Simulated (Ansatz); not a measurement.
Compare A (`[CH3][AlH][B](C)F`) with its isomer B (`CB[CH](F)[AlH2]`).

Computed with Ansatz on PBE0-D4/def2-TZVP structures; ΔE is electronic, products minus reactants. CBS: MP2 limit from def2 TZ/QZ plus the TZ coupled-cluster correction, frozen cores. DFT in def2-TZVPP. B3LYP here is the variant with VWN-RPA as its local correlation; programs differ in this. Each species was taken in one conformer, which may not be the lowest.

A:

```xyz
12

C     1.744   -1.652    0.034
Al   -0.051   -1.092   -0.519
B    -1.145    0.513    0.449
C    -1.102    2.028    0.059
F    -1.916    0.186    1.497
H     2.138   -1.102    0.891
H     2.451   -1.534   -0.796
H     1.749   -2.718    0.287
H    -0.700   -1.858   -1.763
H    -1.838    2.638    0.590
H    -1.227    2.170   -1.020
H    -0.102    2.420    0.289
```

B:

Z-matrix (Å, degrees):
```
C
Al 1 2.422
B 1 1.613 2 64.7
H 1 1.113 2 68.1 3 -137.1
H 1 1.092 2 94.7 3 116.2
H 1 1.094 2 156.6 3 -71.9
C 2 2.160 1 69.7 3 -31.5
H 2 1.580 1 98.8 3 -139.3
H 2 1.579 1 110.8 3 90.0
H 3 1.195 1 119.4 2 -111.9
F 7 1.365 2 119.2 1 152.1
H 7 1.094 2 94.0 1 -92.5
```

(1) Which is lower in electronic energy at CCSD(T)/CBS, and by how much? (Best estimate.)

(2) Give E(B) − E(A) in kJ/mol with ωB97M-V, HF/def2-TZVPP, r2SCAN-D4, PBE0-D4, B2PLYP, CCSD(T)/def2-TZVPP, B3LYP-D4. (Best estimate.)

Largest T1 diagnostic: 0.013.

## Answers

(1) The calculation gave: A, by 193.6 kJ/mol.

(2) The calculation gave: ωB97M-V 184.3, HF/def2-TZVPP 233.6, r2SCAN-D4 181.1, PBE0-D4 183.2, B2PLYP 200.6, CCSD(T)/def2-TZVPP 194.5, B3LYP-D4 194.0. None reverses the order clearly.

The D4 term adds −7.9 kJ/mol with B3LYP and −3.9 kJ/mol with PBE0; it sums over pairs of atoms, weighted by their polarisabilities, and B3LYP, whose exchange is more repulsive, gets the larger term. From PBE to PBE0 (25 % exact exchange), in def2-TZVPP and without D4, E(B) − E(A) moves by +8.0 kJ/mol.
